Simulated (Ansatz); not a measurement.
Basis-set extrapolation for `C=C[Si](N)(O)[SiH3]` (PBE0-D4/def2-TZVP geometry, frozen core, Ansatz 0.2.0). Multiplicity 1, RHF reference.

```tsv
	def2-TZVPP	def2-QZVPP
HF	-788.331415	-788.359684
MP2 correlation	-1.024563	-1.099365
CCSD(T) correlation	-1.126432	not run
```

Energies in hartree. Use E(X) = E(∞) + A·exp(−7.88·√X) for Hartree–Fock and E(X) = E(∞) + B·X^(−2.97) for correlation, with X = 3 and 4, and add CCSD(T) minus MP2 of the smaller set to the MP2 limit.

What is the CCSD(T) energy at the basis-set limit?

HF limit: -788.359684 + (-0.028269) × 0.13774 = -788.36358. MP2 limit: -1.099365 + (-0.074802) × 0.74074 = -1.15477. Higher-order term: -1.126432 − (-1.024563) = -0.10187. Total: -789.62022 hartree, 426.3 kJ/mol below CCSD(T)/def2-TZVPP.
